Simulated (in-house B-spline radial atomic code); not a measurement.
How numerical settings move a run on neutral iodine, [Kr] 4d10 5s2 5p5. Computed with an all-electron radial atomic-structure program (B-spline basis): non-relativistic LC-wPBE, spherical fractional occupations, point nucleus.

Command:
```bash
python run_scf.py task.json out
```
Settings of the sound reference run:
```
Z                53
electrons        53
configuration    [Kr] 4d10 5s2 5p5
hamiltonian      nr
method           lc_wpbe
spin_polarised   False
knot_spacing     0.22
spline_order     8
gauss_points     12
box_radius       50
max_iterations   70
damping          0.5
damped_steps     3
diis_vectors     10
tolerance        1e-08
start            Thomas-Fermi
```

Run time, properties included: 0.84 s on 1 thread of Intel(R) Xeon(R) Platinum 8488C, on a shared host.

It converges in 10 iterations to -6919.834917 hartree, with 5p at -9.86658 eV. The other runs change the listed settings, some to values that make no sense; their results aren't properties of the atom or ion. Radii are in bohr (the nuclear one in fm), a minus after a letter asks for a j subshell, and «unchanged» means within 1e-8 hartree. The run stops when the residual is below 10 × tolerance × max(1, Z/10), or a noise floor if that is larger, and the energy moves by less than 1e-8 × √|E| hartree; so very loose and very tight tolerances often act alike.

```tsv
changed settings	outcome
first_knot = 1.89e-05	converged in 9 iterations, energy +1.17e-05 hartree from the reference, 5p level -1.6e-05 eV
max_iterations = 8	not converged after 8 iterations, last residual 4.5e-05, last energy +1.02e-07 hartree from the reference
first_knot = 0.0566	converged in 10 iterations, energy +5.96e-03 hartree from the reference, 5p level -1.0e-04 eV
first_knot = 1.89e-06	converged in 9 iterations, energy +7.24e-07 hartree from the reference, 5p level -1.4e-05 eV
electrons = 61, configuration = [Kr] 4d10 5s2 5p5 7s2 7p6, max_iterations = 60	not converged after 60 iterations, last residual 2.9e-03
spline_order = 3, box_radius = 10, max_iterations = 50	converged in 10 iterations, energy +2.24e-01 hartree from the reference, 5p level +2.7e-03 eV (the program warns: 5p reaches the box edge; 5s reaches the box edge)
damped_steps = 1	converged in 10 iterations, energy unchanged, 5p level +5.1e-06 eV
first_knot = 0.000189	converged in 10 iterations, energy +5.04e-06 hartree from the reference, 5p level -7.5e-05 eV
first_knot = 1.89e-05, max_iterations = 100, damped_steps = 8, diis_vectors = 0, tolerance = 1e-05	converged in 13 iterations, energy +1.20e-05 hartree from the reference, 5p level -9.3e-04 eV
damped_steps = 30	converged in 24 iterations, energy unchanged, 5p level -1.8e-06 eV
first_knot = 0.00566	converged in 10 iterations, energy +6.93e-06 hartree from the reference, 5p level -2.6e-05 eV
max_iterations = 12	converged in 10 iterations, energy unchanged
max_iterations = 3	not converged after 3 iterations, last residual 3.4e-02, last energy +6.10e-02 hartree from the reference
max_iterations = 2	not converged after 2 iterations, last residual 2.9e-01, last energy +2.81e+00 hartree from the reference
max_iterations = 5	not converged after 5 iterations, last residual 2.7e-03, last energy +4.22e-04 hartree from the reference
```

(1) What happens with knot_spacing = 1, box_radius = 3, max_iterations = 100, tolerance = 0.0001, start = bare nucleus?

(2) What happens with first_knot = 0.00189?

(3) What happens with damped_steps = 8?

(4) What happens with electrons = 54, configuration = [Kr] 4d10 5s2 5p5 3f1, max_iterations = 75?

## Answers

(1) Converged in 9 iterations, energy +8.40e+00 hartree from the reference, 5p level +2.2e+01 eV (the program warns: 5p has a positive eigenvalue: unbound, held by the box; 4s reaches the box edge).

(2) Converged in 10 iterations, energy +7.49e-06 hartree from the reference, 5p level -3.1e-05 eV.

(3) Converged in 13 iterations, energy unchanged, 5p level +1.1e-05 eV.

(4) Stopped with error: there is no 3f shell.
